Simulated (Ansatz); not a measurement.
Strength of the Sn–H bond: CH6O2Sn → CH5O2Sn + H

Species: CH6O2Sn `C[O][SnH2][OH]`, singlet; CH5O2Sn `C[O][SnH][OH]`, doublet; H atom, doublet. 

Shapes, held fixed at every level: PBE0-D4/def2-TZVP. Flexible molecules stand in one conformer, not always the lowest. Programs: Ansatz 0.2.0. Electronic energies: no zero-point or thermal term.

(1) Estimate ΔE of this reaction.

Results:

(1) The highest level, CCSD(T)/def2-TZVPP, gives ΔE = +319.9 kJ/mol; the levels span +251.2 to +319.9. The column of differences is taken from that level and isn't an error. Hartree–Fock misses the correlation of the pair that is broken and comes out low. No measured value is set beside it here. Open shells run unrestricted unless RO is named. For atoms past krypton def2 sets carry core potentials with scalar relativity. Correlated rows may include outer-core shells of Sn, which these sets cover unevenly. Times are processor times on shared x86 and Arm servers, and rough.

| level | kind | ΔE (kJ/mol) | less CCSD(T)/def2-TZVPP | CPU time (sum over the molecules) |
| --- | --- | --- | --- | --- |
| HF/def2-TZVPP | Hartree–Fock | +251.2 | -68.7 | – |
| r2SCAN-D4/def2-TZVPP | meta-GGA | +293.9 | -26.0 | 26 s |
| B3LYP-D4/def2-TZVPP | global hybrid | +300.4 | -19.5 | 23 s |
| wB97M-V/def2-TZVPP | range-separated hybrid | +313.8 | -6.1 | 60 s |
| B2PLYP/def2-TZVPP | double hybrid | +305.2 | -14.7 | 35 s |
| MP2/def2-TZVPP | perturbation theory | +310.1 | -9.8 | – |
| CCSD(T)/def2-TZVPP | coupled cluster or CI | +319.9 | 0.0 | 31 s |
